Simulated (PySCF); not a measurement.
Tantalum: a sound run and one with changed settings

Sound run: Ta⁺ [Xe] 4f14 5d3 6s1, Ta²⁺ [Xe] 4f14 5d3. All numbers are calculated (PySCF 2.14, a scalar-relativistic core potential, in aug-cc-pVDZ-PP with ECP60MDF (5s5p4d2f, 54 functions)). The sound run starts from symmetry-adapted Hartree-Fock orbitals and uses a fine grid where one is needed.

Changed run: 14 angular points. This setting is unsound on purpose.

```csv
species,method,sound run (hartree),changed run (hartree),converged
Ta⁺,UHF,-56.52867,-56.52867,yes
Ta⁺,PBE,-57.04402,-57.09276,yes
Ta⁺,BP86,-57.10662,-57.15368,yes
Ta²⁺,UHF,-56.00772,-56.00772,yes
Ta²⁺,PBE,-56.47714,-56.53462,yes
Ta²⁺,BP86,-56.53598,-56.59344,yes
```

Ionisation energy of Ta⁺:

```
method  sound run (eV)  changed run (eV)
   UHF          14.176            14.176
   PBE          15.426            15.188
  BP86          15.528            15.245
```

A coarse angular grid integrates products of high-l functions wrongly, so density functionals can shift, and the SCF can exploit the error; Hartree-Fock and MP2 need no grid.

For comparison, NIST gives 16.2 ± 0.5 eV between the lowest levels.
